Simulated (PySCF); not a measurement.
A PySCF script (with the pyscf-properties extension) for the NMR shieldings of `N[Si@@H]1CC=N1`, C2H6N2Si, on a GFN2-xTB geometry:

```python
import basis_set_exchange as bse
import numpy as np
from pyscf import gto, dft
from pyscf.prop import nmr

atoms = """
N     2.001173   -0.086767   -0.020304
Si    0.401117   -0.635892   -0.333313
C    -0.935591    0.746683   -0.467970
C    -1.472978    0.043393    0.733691
N    -0.711634   -0.931062    1.050052
H     2.167005    0.447394    0.818111
H     2.759988   -0.729145   -0.171733
H     0.423301   -1.668923   -1.351945
H    -1.621785    0.758398   -1.312004
H    -0.634219    1.770625   -0.259001
H    -2.370953    0.287967    1.288450
"""
names = dict.fromkeys(["N", "Si", "C", "H"], "pcSseg-1")
basis = {el: gto.basis.parse(bse.get_basis(n, elements=[el], fmt="nwchem")) for el, n in names.items()}
mol = gto.M(atom=atoms, basis=basis, charge=0, verbose=0)
mf = dft.RKS(mol, xc="PBE0")
mf.grids.level = 2
mf.grids.alignment = dft.numint.BLKSIZE   # the property module wants whole blocks of grid points
mf.conv_tol = 1e-9
mf.kernel()

calc = nmr.RKS(mf)   # GIAO
C = mf.mo_coeff
Co = C[:, mf.mo_occ > 0]
resp = mf.gen_response(singlet=True, hermi=2)
def vind(x):   # induced exchange potential for any number of trial vectors
    d = np.einsum("pi,xij,qj->xpq", C, 2 * x.reshape(-1, C.shape[1], Co.shape[1]), Co, optimize=True)
    return np.einsum("xpq,pi,qj->xij", resp(d - d.transpose(0, 2, 1)), C, Co, optimize=True).ravel()
mo1, _ = nmr.rhf.solve_mo1(calc, with_cphf=vind)
sigma = calc.kernel(mo1)
for i, s in enumerate(sigma):   # ppm
    w = np.linalg.eigvalsh((s + s.T) / 2)
    print("%2d %-2s iso %8.1f  s11 %8.1f  s22 %8.1f  s33 %8.1f" % (i, mol.atom_pure_symbol(i), w.mean(), *w))
```

Question: Give the expected output.

Answer: 
```
 0 N  iso    238.3  s11    219.9  s22    236.7  s33    258.2
 1 Si iso    356.2  s11    315.8  s22    369.3  s33    383.7
 2 C  iso    147.7  s11    112.9  s22    145.8  s33    184.5
 3 C  iso    -14.2  s11   -140.4  s22    -26.6  s33    124.5
 4 N  iso   -202.5  s11   -595.7  s22   -182.6  s33    170.8
 5 H  iso     30.7  s11     24.1  s22     27.1  s33     40.9
 6 H  iso     30.3  s11     23.8  s22     25.8  s33     41.4
 7 H  iso     26.4  s11     23.5  s22     24.9  s33     30.9
 8 H  iso     29.2  s11     26.6  s22     27.6  s33     33.3
 9 H  iso     29.3  s11     26.6  s22     28.4  s33     33.0
10 H  iso     22.2  s11     20.2  s22     22.4  s33     24.0
```

These numbers come from an equivalent density-fitted implementation of the same equations, which agrees with the script to about 0.01 ppm for H and up to a few tenths of a ppm for heavy atoms, so last digits may differ.

Size and cost of the density-fitted run: 122 basis functions, 9.4 s wall time on 1 thread of an Arm Neoverse V2, shared host; peak memory 0.54 GiB.
